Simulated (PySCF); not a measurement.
These 2 structures share the formula C6H9FO2. Level of theory: PBE0-D3(BJ)/def2-SVP geometry optimisation, gas phase in PySCF 2.14.0. Energies are electronic, without zero-point or thermal terms, for one conformer each. No frequencies were run at this level. Point groups hold within 0.08 Å.

**Question.** Order them by energy at this level, lowest first, and give relative energies in kcal/mol.
A. `[CH3:1][O:2][C@@:3]1([F:4])[CH:5]=[CH:6][O:7][CH2:8][CH2:9]1` with C1–O2–C3–F4 62°, O2–C3–C5–C6 141°, C5–C6–O7–C8 11°, C6–O7–C8–C9 -43°, O7–C8–C9–C3 60°
B. `[CH3:1][CH2:2][O:3][C:4]1=[C:5]([F:6])[CH2:7][O:8][CH2:9]1` with C1–C2–O3–C4 178°, C2–O3–C4–C5 0°

**Answer.** A (0.0), B (16.9).

| SMILES | E (Eh) | E rel (kcal/mol) | dipole (D) | point group | A, B, C (MHz) |
| --- | --- | --- | --- | --- | --- |
| CO[C@@]1(F)C=COCC1 | -483.43999 | 0.0 | 1.84 | C1 | 3245, 1245, 1141 |
| CCOC1=C(F)COC1 | -483.41314 | 16.9 | 1.84 | – | 3148, 1060, 809.6 |

**Question.** How do the relative energies change in single points at PBE0/pcSseg-1 (no added dispersion term) on the same geometries?

**Answer.** 
```csv
SMILES,PBE0-D3(BJ)/def2-SVP (kcal/mol),PBE0/pcSseg-1 (kcal/mol),shift
CO[C@@]1(F)C=COCC1,0.0,0.0,0.0
CCOC1=C(F)COC1,16.9,17.2,+0.3
```

Each column counts from its own lowest isomer. The order is unchanged; the largest shift is 0.3 kcal/mol.

**Question.** As an exercise, what shares would exp(−E/RT) give at 2000 K from these electronic energies alone (no entropy, no degeneracies)?

**Answer.** RT = 3.974 kcal/mol: CO[C@@]1(F)C=COCC1 98.6 %, CCOC1=C(F)COC1 1.4 %.
